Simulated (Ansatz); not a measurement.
CH9AlN2Si. The species carries charge 0 and has multiplicity 1. The bonds changed during the relaxation, so this is another structure than the one it started from. The geometry is a stationary point of PBE0-D4/def2-TZVP. It is one conformer, not always the lowest.

```xyz
14

N    -0.132   -1.367   -0.880
Si   -1.179   -0.488    0.335
C    -0.190    1.068    0.439
N     0.702    1.233    1.591
Al    0.840    0.439   -1.206
H     0.481   -2.078   -0.497
H    -0.618   -1.775   -1.670
H    -1.258   -1.342    1.554
H    -2.505   -0.411   -0.337
H    -0.782    1.971    0.263
H     1.598    0.782    1.464
H     0.307    0.923    2.469
H     0.359    0.896   -2.656
H     2.378    0.149   -0.870
```

(1) What is the dipole moment at B3LYP/def2-TZVPP? (An estimate is asked.)

(2) And with PBE, r2SCAN, ωB97M-V? (Best estimate.)

(3) Give the Mulliken charges with B3LYP, PBE, ωB97M-V in def2-TZVPP. (Best estimate.)

## Answers

(1) Ansatz gave: 4.29 D, with components (-1.68, -3.89, 0.65) D in this frame, pointing from negative to positive charge.

(2) Computed: PBE 4.13 D, r2SCAN 4.27 D, ωB97M-V 4.37 D.

(3) Computed: 
```json
{"atom": "N1", "B3LYP": "-0.25", "PBE": "-0.22", "ωB97M-V": "-0.25"}
{"atom": "Si2", "B3LYP": "0.33", "PBE": "0.23", "ωB97M-V": "0.27"}
{"atom": "C3", "B3LYP": "-0.21", "PBE": "-0.18", "ωB97M-V": "-0.32"}
{"atom": "N4", "B3LYP": "-0.34", "PBE": "-0.32", "ωB97M-V": "-0.28"}
{"atom": "Al5", "B3LYP": "0.32", "PBE": "0.22", "ωB97M-V": "0.29"}
{"atom": "H6", "B3LYP": "0.14", "PBE": "0.16", "ωB97M-V": "0.14"}
{"atom": "H7", "B3LYP": "0.15", "PBE": "0.16", "ωB97M-V": "0.14"}
{"atom": "H8", "B3LYP": "-0.07", "PBE": "-0.06", "ωB97M-V": "-0.02"}
{"atom": "H9", "B3LYP": "-0.07", "PBE": "-0.06", "ωB97M-V": "-0.02"}
{"atom": "H10", "B3LYP": "0.10", "PBE": "0.10", "ωB97M-V": "0.12"}
{"atom": "H11", "B3LYP": "0.13", "PBE": "0.14", "ωB97M-V": "0.12"}
{"atom": "H12", "B3LYP": "0.13", "PBE": "0.14", "ωB97M-V": "0.11"}
{"atom": "H13", "B3LYP": "-0.17", "PBE": "-0.15", "ωB97M-V": "-0.14"}
{"atom": "H14", "B3LYP": "-0.19", "PBE": "-0.16", "ωB97M-V": "-0.15"}
```

B3LYP here is the variant with VWN-RPA as its local correlation; programs differ in this.
